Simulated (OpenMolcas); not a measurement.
Cu2+ (d9) among equal point charges was computed by CASSCF with the d shell active (OpenMolcas, ANO-RCC-VDZP on the metal). Its lowest spin-free states, and all those of the highest spin:

```tsv
2S+1	Degeneracy	E (cm-1)
2	1	0.0
2	1	1884
2	1	2576
2	2	3663
```

Task: Is the site octahedral, tetrahedral or cube-like, axial, or of lower symmetry?

Result: The states with 2S+1 = 2 have orbital degeneracies 1, 1, 1, 2. There are pairs but no triples, so the site is axial: not cubic, but with a proper or improper axis of order three or more. The run had Cu2+ among 6 point charges of -2 e arranged as a tetragonal octahedron (D4h), 2.15 Å from the ion, with the axial distance 2.300 Å.

The ground term spreads over less than 5000 cm-1, several times less than with real ligands, so orbital moments are less quenched and χT lies further from the spin-only value than at real sites. This is an electrostatic model: the charges have no orbitals. No measured value stands beside these numbers.
